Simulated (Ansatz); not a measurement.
A single point on CH$_{5}$FGeOSi, SMILES `F[C@H]1O[Si@H]1[GeH3]`.

```yaml
crystal:
  periodic: [false, false, false]
  atoms:
    - {symbol: F, position_ang: [0.188251, -1.947059, 1.381730]}
    - {symbol: C, position_ang: [-0.524149, -1.778143, 0.233621]}
    - {symbol: O, position_ang: [-1.579512, -0.856398, 0.379414]}
    - {symbol: Si, position_ang: [-0.443391, -0.206671, -0.695319]}
    - {symbol: Ge, position_ang: [0.838793, 1.612958, 0.114006]}
    - {symbol: H, position_ang: [-0.834484, -2.752420, -0.142285]}
    - {symbol: H, position_ang: [-0.910025, -0.141294, -2.103634]}
    - {symbol: H, position_ang: [1.365920, 1.277162, 1.511913]}
    - {symbol: H, position_ang: [-0.030304, 2.878266, 0.169896]}
    - {symbol: H, position_ang: [2.011999, 1.862400, -0.846342]}
basis:
  gaussian: {orbitals: def2-TZVPP}
hamiltonian: {xc: pbe}
correlation: {method: rpa}
```

```sh
$ ansatz run in.yaml --threads 4 --pin off --events-out ev --progress --plain
```

Output, abridged:

```
Functional definition: PBE
1554 factors; integrals over basis functions are off by at most 9.7e-4 eV
mean field evaluation 1: about -70253.9796 eV, gradient 6.5e1 eV
mean field evaluation 2: about -70253.9689 eV, gradient 6.5e1 eV
mean field evaluation 4: about -70260.2038 eV, gradient 2.7e1 eV
mean field evaluation 8: about -70261.6507 eV, gradient 5.4e-1 eV
mean field evaluation 16: about -70261.6503 eV, gradient 7.6e-4 eV
mean field -70261.65027202 eV, -2582.0680224395 hartree, gradient 3.2e-6 eV, S^2 0.000000; 0 other end points of the search recorded, 0 dependent functions left out
17 core orbitals not correlated: weight in the atoms' cores, before any rotation towards them, 1.000 or more for the frozen orbitals, at most 0.000 for the correlated occupied ones
reference -70188.07708878 eV, -2579.3642578254 hartree; 20, 20 occupied and 216, 216 virtual orbitals, 1554 factors
Total energy: -70232.55689303 eV, -2580.9988604820 hartree
```

It took 6 s on 4 threads of a server CPU on a shared host, with 0.67 GiB of host memory at the peak.
